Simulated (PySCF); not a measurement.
Geometries of 2 isomers of C3H8OSi, from PBE0-D3(BJ)/def2-SVP geometry optimisation, gas phase in PySCF. One conformer each, no zero-point energy, no frequencies.

Problem. Which isomer lies lower at this level?
A.
```xyz
13
angstrom
C     -0.617    0.767   -0.556
C     -1.195   -0.639   -0.366
O     -0.134   -1.555   -0.171
Si     1.246   -0.819    0.450
C      0.548    0.936    0.433
H     -0.241    0.863   -1.588
H     -1.397    1.534   -0.426
H     -1.782   -0.955   -1.243
H     -1.874   -0.660    0.509
H      2.414   -1.048   -0.452
H      1.588   -1.340    1.807
H      1.254    1.721    0.128
H      0.181    1.195    1.440
```
B.
```xyz
13
angstrom
C      2.026    1.199    0.405
O      1.101    0.286    0.929
Si     0.125   -0.710    0.034
C     -1.581   -1.006    0.640
C     -1.486   -0.087   -0.620
H      2.504    1.733    1.240
H      1.545    1.948   -0.250
H      2.822    0.696   -0.175
H      0.885   -1.749   -0.705
H     -1.904   -0.512    1.563
H     -2.061   -1.981    0.500
H     -1.907   -0.486   -1.550
H     -1.762    0.962   -0.460
```

Solution. A. That is `[SiH2]1OCCC1`, 31.3 kcal/mol below the other.

```csv
SMILES,atoms numbered as above,E (Eh),relative (kcal/mol),relative (kJ/mol),dipole (D)
C1CO[SiH2]C1,[CH2:1]1[CH2:2][O:3][SiH2:4][CH2:5]1,-483.30591,0.0,0.0,1.86
CO[SiH]1CC1,[CH3:1][O:2][SiH:3]1[CH2:4][CH2:5]1,-483.25599,31.3,131.1,1.15
```

As drawn, the higher has a three-membered ring, which the lower lacks.
